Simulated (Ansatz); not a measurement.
Cost and result up the ladder for Al4Sb4H16, a cluster cut from zinc blende AlSb (hydrogen-capped) (24 atoms). Total charge 0; singlet. Geometry: PBE-D4/def2-SVP.

Cartesian coordinates in Å:
```
Al -2.778 0.728 1.123
Al -0.004 -0.375 -3.064
Al 0.861 -2.677 1.276
Al 1.923 2.318 0.663
Sb -1.543 -1.567 1.936
Sb 0.689 -2.457 -1.440
Sb -0.690 2.458 1.439
Sb 1.545 1.569 -1.934
H -3.914 1.103 2.187
H -3.001 0.582 -0.456
H 0.549 -0.672 -4.537
H -1.519 -0.006 -2.700
H 0.827 -4.229 1.665
H 1.980 -1.630 1.743
H 2.541 1.045 1.413
H 2.540 3.795 0.685
H -2.719 -2.802 1.745
H -1.584 -1.562 3.652
H -0.260 -3.782 -1.977
H 2.179 -3.066 -2.036
H -1.278 3.979 0.904
H -0.646 2.873 3.104
H 1.181 3.000 -2.808
H 3.122 1.374 -2.582
```

Ansatz on 4 threads of Arm Neoverse V2 on a shared host. Times are rough, and most runs start from the orbitals of an earlier one. r2SCAN0-D4/def2-TZVP serves as the yardstick here, not as an exact answer. Differences are given only for rows in sets of like size (and for xTB, whose basis is part of the method), since another set adds its own error. Binding counts from free atoms at the same level (Al doublet, Sb quartet, H doublet; other spins of the atoms weren't run), without zero-point energy or a counterpoise term.

In the def2 sets Sb takes a core potential; there is no spin–orbit coupling. Correlated methods freeze 36 core orbitals; core or outer-core shells of Sb are correlated, in sets that lack core-valence functions. The rows differ in basis, and correlated rows in double-zeta sets carry the largest basis error.

Correlated methods converge slowly with the basis, most of all in double-zeta sets.

```json
{"level": "PBE-D4/def2-SVP", "functions": "256", "wall time": "6.5 s"}
{"level": "PBE0-D4/def2-SVP", "functions": "256", "wall time": "11 s"}
{"level": "MP2/def2-SVP", "functions": "256", "wall time": "12 s"}
{"level": "PBE-D4/def2-TZVP", "functions": "444", "wall time": "13 s"}
{"level": "revPBE-D4/def2-TZVP", "functions": "444", "wall time": "13 s"}
{"level": "r2SCAN-D4/def2-TZVP", "functions": "444", "wall time": "23 s"}
{"level": "r2SCAN0-D4/def2-TZVP", "functions": "444", "wall time": "39 s"}
{"level": "PBE0-D4/def2-TZVP (with forces)", "functions": "444", "wall time": "52 s"}
```

(1) Estimate what each level gives for the binding energy per atom (eV).

Answers

(1) 
```csv
level,binding energy per atom (eV),difference from r2SCAN0-D4/def2-TZVP (eV)
PBE-D4/def2-SVP,2.38,–
PBE0-D4/def2-SVP,2.37,–
MP2/def2-SVP,2.14,–
PBE-D4/def2-TZVP,2.38,0.00
revPBE-D4/def2-TZVP,2.34,-0.04
r2SCAN-D4/def2-TZVP,2.40,0.02
r2SCAN0-D4/def2-TZVP,2.38,0.00
PBE0-D4/def2-TZVP (with forces),2.37,-0.01
```
